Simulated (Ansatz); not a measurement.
CH₈SSi₂, SMILES `[SiH3]CS[SiH3]`, relaxed with RKS PBE0-D4/def2-TZVP in the Gaussian-basis code of Ansatz from a PBE-D4/def2-SVP geometry. The force threshold is 0.005 eV/Å; the program also tests the step.

The species carries charge 0 and has multiplicity 1.

Start:

```xyz
12

Si   -0.318   -1.466   -1.149
C     0.923   -0.791    0.125
S     0.083   -0.123    1.638
Si   -0.399    1.882    1.007
H    -1.195   -0.353   -1.651
H    -1.169   -2.525   -0.510
H     0.425   -2.063   -2.318
H     1.600   -0.026   -0.311
H     1.573   -1.612    0.492
H    -0.909    2.554    2.249
H     0.835    2.581    0.499
H    -1.450    1.943   -0.069
```

**Question.** By how much does the energy fall, and how many steps does the optimiser take? (An estimate is asked.)

**Answer.** Ansatz gave: 0.05 eV, in 11 steps.

**Question.** Which bonds change most? (An estimate is asked.)

**Answer.** Ansatz gave: S3–Si4 from 2.157 to 2.126 Å; C2–S3 from 1.854 to 1.829 Å; Si1–C2 from 1.903 to 1.881 Å; Si4–H10 from 1.502 to 1.483 Å.

**Question.** Give the relaxed structure. (Best estimate.)

**Answer.** Computed: 
```xyz
12

Si   -0.338   -1.477   -1.123
C     0.893   -0.761    0.106
S     0.033   -0.133    1.594
Si   -0.353    1.871    1.000
H    -1.298   -0.426   -1.544
H    -1.074   -2.593   -0.478
H     0.376   -1.991   -2.325
H     1.513    0.024   -0.334
H     1.573   -1.540    0.458
H    -0.993    2.517    2.171
H     0.921    2.558    0.655
H    -1.253    1.951   -0.180
```
